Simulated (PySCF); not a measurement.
**Bond length, frequency and bond energy of TiSe by level of theory**

State: ³Δ (triplet), unpaired electrons σ ↑, δ ↑. Set-up: basis Ti x2c-TZVPPall, Se x2c-TZVPPall; spin-free X2C with a Gaussian nucleus; PySCF 2.14. De refers to Ti (3d2 4s2) + Se in their high-spin ground configurations, without counterpoise correction. The functionals are run spin-unrestricted. A positive dipole means Ti(−)Se(+). Levels whose curve was spin-contaminated or gave no clean fit are not listed.

```
  Level  Re (Å)  ωe (cm⁻¹)  De (eV)  μ (D)
   ROHF   2.302        363      n/a  -9.87
    LDA   2.178        432      n/a  -4.48
    PBE   2.213        412      n/a  -4.74
   PW91   2.211        413      n/a  -4.73
 r²SCAN   2.207        421      n/a  -5.43
   PBE0   2.201        427      n/a  -5.84
  B97-3   2.217        417      n/a  -5.82
ωB97M-V   2.198        433      n/a  -6.70
```

The bond length runs from 2.178 Å (LDA) to 2.302 Å (ROHF).

De is left out where the level can put another filling of the metal’s s and d shells below the measured ground configuration, by anything from nothing to about 1 eV. Spin–orbit coupling is left out. UHF is strongly spin-contaminated for TiSe, so the ROHF reference used there is far from stable. With d or f electrons several states lie close, and the lowest PBE0 determinant need not be the measured ground state.

The whole job (state search and all levels along the bond) took about 16 min on 2 threads of Arm Neoverse V2 (shared host), peak memory 3.8 GiB.
